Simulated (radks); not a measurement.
Results of a calculation; reference values are marked as such.
Numerical settings for the niobium ion Nb2+, [Kr] 4d3. Level of theory: Dirac Kohn-Sham, PBE, spin-unpolarised, spherical densities, finite nucleus; open shells fill j = l - 1/2 first; Fermi nuclear charge, rms radius 4.324 fm (a radial shooting solver on a logarithmic mesh with Libxc functionals). The defaults (mesh step 0.008 in ln r, mesh end at 40 bohr or more with all orbitals vanishing there, Anderson mixing 0.5 over 9 steps, residual threshold near 1e-9 with the energy settled to 1e-9 hartree or 1e-11 of itself, here a cap of 100 iterations) give E = -3819.3154 hartree and 4d3/2 at -19.157 eV in 14 iterations. Run on one thread of a shared host, so times are rough (Arm Neoverse N1): 0.14 s of CPU time, 0.14 s wall, 14 iterations on 2198 mesh points. Changes against that run (0 stands for a change within the tolerance of the run):

setting                    iterations         converged  E (mhartree)  e(4d3/2) (meV)  CPU (s)
mesh step in ln r 0.02             14               yes             0               0     0.07
mesh step in ln r 0.005            15               yes             0               0     0.23
mesh step in ln r 0.05             14               yes      -0.00242               0     0.04
mesh end (bohr) 2                  14  level above zero     +6.53e+03       +4.81e+04      0.1
mesh end (bohr) 20                 14               yes             0               0     0.14
residual threshold 1e-16          100                no             0               0      0.5
residual threshold 1e-13           32               yes             0               0     0.23
mixing 1.5                         15               yes             0               0     0.15
linear mixing, mixing 1            90                no      diverged               -     0.95
linear mixing, mixing 0.5          30               yes             0               0     0.23
mixing history 3                   16               yes             0               0     0.15
iteration cap 3                     3                no         +9.43            -585     0.04

Settled on a wrong energy, with an occupied level pushed above zero by the early mesh end: mesh end (bohr) 2 (+6.53 hartree). Apart from these: no run marked as converged misses the energy by more than 1 mhartree. A mesh that ends early acts as a hard wall.
